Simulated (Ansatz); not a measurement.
Computed with Ansatz.

Basis-set series for CH3Cl3SeTi (`C[Se][Ti]([Cl])([Cl])[Cl]`). Charge 0, multiplicity 1. The geometry is a stationary point of PBE0-D4/def2-TZVP. It is one conformer, not always the lowest.

Cartesian coordinates in Å:
```
C -1.5647 -0.5693 0.0586
Se -0.7729 0.9790 -0.8531
Ti 1.4462 0.6083 -0.1116
Cl 1.4234 0.6384 2.0687
Cl 2.5810 2.2271 -0.9969
Cl 2.0475 -1.3704 -0.8035
H -1.1071 -1.4853 -0.3084
H -1.4284 -0.4717 1.1334
H -2.6250 -0.5561 -0.1871
```

```tsv
functional	basis	functions	energy (Eh)	HOMO (eV)	LUMO (eV)
PBE0-D4	def2-TZVPP	311	-4670.86424	-7.44	-3.42
PBE0-D4	def2-QZVPP	539	-4670.97366	-7.45	-3.43
ωB97M-V	def2-TZVPP	311	-4671.54797	-9.49	-1.31
ωB97M-V	def2-QZVPP	539	-4671.65262	-9.51	-1.34
```

**Question.** Give the rows for def2-SVP. (Best estimate.)

**Answer.** The calculation gave: 
```
functional     basis  functions  energy (Eh)  HOMO (eV)  LUMO (eV)
   PBE0-D4  def2-SVP        146  -4669.93490      -7.41      -3.47
   ωB97M-V  def2-SVP        146  -4670.62315      -9.42      -1.31
```

Scalar relativity is left out up to krypton.
